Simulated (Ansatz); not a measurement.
`FC#[C][GeH3]` + `CCO` → `CC[O][GeH3]` + `C#CF` at 400 K and 1 bar (ligand exchange at a Ge–C bond).

Isolated molecules relaxed with PBE0-D4/def2-TZVP in Ansatz; ΔE leaves out vibrations. CCSD(T)/CBS is the MP2 limit (def2-TZVPP, def2-QZVPP) plus CCSD(T) − MP2 in def2-TZVPP, frozen cores. This one scheme is used for every species. For Ge outer-core shells are correlated without core-valence functions, which leaves a few kJ/mol of doubt a bond. Scalar relativity is left out up to krypton. One conformer a species, not always the lowest.

```json
{"species": "`FC#[C][GeH3]`", "CCSD(T)/CBS energy (Eh)": "-2253.70460", "H − E (kJ/mol)": "118.9", "S (J/(mol·K))": "330.9"}
{"species": "`CCO`", "CCSD(T)/CBS energy (Eh)": "-154.88256", "H − E (kJ/mol)": "231.6", "S (J/(mol·K))": "290.7"}
{"species": "`CC[O][GeH3]`", "CCSD(T)/CBS energy (Eh)": "-2232.20346", "H − E (kJ/mol)": "276.9", "S (J/(mol·K))": "373.6"}
{"species": "`C#CF`", "CCSD(T)/CBS energy (Eh)": "-176.38388", "H − E (kJ/mol)": "70.6", "S (J/(mol·K))": "244.8"}
```

H − E and S are ideal-gas, rigid-rotor, harmonic terms from PBE0-D4/def2-TZVP, for one conformer and one mirror image of each species. 1 Eh = 2625.50 kJ/mol, R = 8.31446 J/(mol·K).

Q: By hand: ΔE, ΔH, ΔS and ΔG.

A: ΔE = (-2232.20346) + (-176.38388) − (-2253.70460) − (-154.88256) = -0.00018 Eh = -0.5 kJ/mol. Δ(H − E) = 276.9 + 70.6 − 118.9 − 231.6 = -3.0, so ΔH = -3.5 kJ/mol. ΔS = 373.6 + 244.8 − 330.9 − 290.7 = -3.2 J/(mol·K). ΔG = -3.5 − 400 × (-3.2)/1000 = -2.2 kJ/mol.

Q: By hand: the equilibrium constant, and the temperature at which ΔG would vanish if ΔH and ΔS stayed fixed.

A: log₁₀ K = −ΔG/(RT ln 10) = 0.3. ΔG = 0 at ΔH/ΔS = 1094 K, though so small a ΔH makes that figure unsure.

TΔS isn't small against ΔH here. The sign of ΔG lies within the doubt. A doubt of 5 kJ/mol in ΔE shifts log₁₀ K by 0.7 here. Other conformers and mirror images would add mixing entropy, several J/(mol·K) or more a flexible species. Modes under 60 cm⁻¹, often nearly free rotors, make the harmonic entropy too high. These are equilibria of isolated gas molecules and say nothing of rates. Largest T1 diagnostic: 0.013 (customary marks: 0.02 for closed shells, 0.045 for open ones).
